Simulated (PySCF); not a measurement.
Radial density of Al²⁺ (aluminium, charge +2)

LC-wPBE, [Ne] 3d1, 2D determinant (an excited configuration). Computed with PySCF 2.14 in aug-cc-pV(D+d)Z (5s4p3d, 32 functions), with no relativity, point nucleus.

```tsv
r (bohr)	4πr²ρ (e/bohr)	4πr²(ρα − ρβ)
0.00179	0.05352	0.0000
0.00301	0.1472	0.0000
0.00506	0.3938	0.0000
0.00851	1.020	0.0000
0.0143	2.481	0.0000
0.0241	5.457	0.0000
0.0405	10.11	-0.0001
0.0681	14.19	-0.0002
0.115	13.01	-0.0004
0.193	8.653	-0.0011
0.324	10.75	-0.0021
0.545	11.83	0.0020
0.917	4.454	0.0358
1.54	0.4752	0.1251
2.59	0.3466	0.3440
4.36	0.1582	0.1582
7.34	0.01279	0.0128
```

The outer electron is Rydberg-like, and this basis confines it to a smaller radius and binds it less than a complete one would.

Task: Where is the radial spin density 4πr²(ρα − ρβ) most negative, and why is it negative at all?

Result: Around r = 0.324 bohr, down to -0.0021 e/bohr: exchange with the open shell polarises the paired shells in an unrestricted calculation.
